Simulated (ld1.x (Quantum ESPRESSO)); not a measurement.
**copper (Cu), TM: configuration errors across variants**

ld1.x (Quantum ESPRESSO) 7.5 input, shortened:

```
&input
   title='Cu', zed=29., rel=1, dft='PZ', iswitch=3,
   config='[Ar] 3d10 4s0 4p0'
 /
 &inputp
   pseudotype=2, tm=.true., lloc=1,
   nlcc=.true., rcore=1.55
 /
3
4S  1  0   0.00   0.00  2.05  2.05  0.0
3D  3  2  10.00   0.00  1.50  1.50  0.0
4P  2  1   0.00   0.00  2.65  2.65  0.0
 &test
   configts(1)='3d10 4s0 4p0'
 /
```

All-electron excitation energies from the reference (eV): (1) 3d10 4s1 4p0 -8.434; (2) 3d9 4s0 4p0 21.687; (3) 3d8 4s0 4p0 61.051; (4) 3d9 4s1 4p0 3.467; (5) 3d9 4s2 4p0 -6.431; (6) 3d7 4s0 4p0 121.082; (7) 3d10 4s0 4p1 -4.177; (8) 3d10 4s1 4p0 spin -8.618; (9) 3d9 4s0 4p0 spin 21.445.

Spin tests fill each open shell by Hund’s rule, majority spin first.

Tests that are not counted but printed errors over 1 eV. “wave 4s (bound): rc 2.05 bohr becomes 4s (bound): rc 2.28 bohr”: 3d7 4s0 4p0 (solver errors, printed error -3.8 eV). “wave 4s (bound): rc 2.05 bohr becomes 4s (bound): rc 2.86 bohr”: 3d7 4s0 4p0 (solver errors, printed error -3.8 eV).

2 further variants failed, have other tests or too few solved ones, and are left out.

A true bound ghost makes a file unfit for plane-wave use even where its test errors are small: the radial tests pick states by their node count and pass the ghost by. Where a test does run into it, the solver fails or the error is huge.

Errors AE − PS in meV (a dash: test not solved or not reliable):

```csv
change,(1),(2),(3),(4),(5),(6),(7),(8),(9),bound ghosts
base,-13,-315,-1545,-335,-354,-3772,-2.9,-15,-184,s
wave 4s (bound): rc 2.05 bohr becomes 4s (bound): rc 1.28 bohr,0.0,-315,-1545,-223,–,-3772,-2.9,–,-184,s
wave 4s (bound): rc 2.05 bohr becomes 4s (bound): rc 1.48 bohr,-7.5,-315,-1545,-284,-272,-3773,-2.9,-9.8,-184,s
wave 4s (bound): rc 2.05 bohr becomes 4s (bound): rc 1.70 bohr,-12,-315,-1545,-329,-343,-3772,-2.9,-14,–,s
wave 4s (bound): rc 2.05 bohr becomes 4s (bound): rc 1.92 bohr,-13,-315,-1545,–,-358,-3773,-2.9,-15,-184,s
wave 4s (bound): rc 2.05 bohr becomes 4s (bound): rc 2.14 bohr,-13,-315,-1545,-329,-344,-3772,-2.9,-15,–,s
wave 4s (bound): rc 2.05 bohr becomes 4s (bound): rc 2.28 bohr,-12,-315,-1545,-312,-318,–,-2.9,-14,–,s
wave 4s (bound): rc 2.05 bohr becomes 4s (bound): rc 2.86 bohr,-11,-315,-1545,-195,-168,–,-2.9,-18,-184,none
```

Task: Give the same row for: wave 4s (bound): rc 2.05 bohr becomes 4s (bound): rc 2.74 bohr.

Result: -10, -315, -1545, -229, -208, –, -2.9, -16, -184; bound ghosts: none. Not counted: 3d7 4s0 4p0 (solver errors, printed error -3.8 eV).
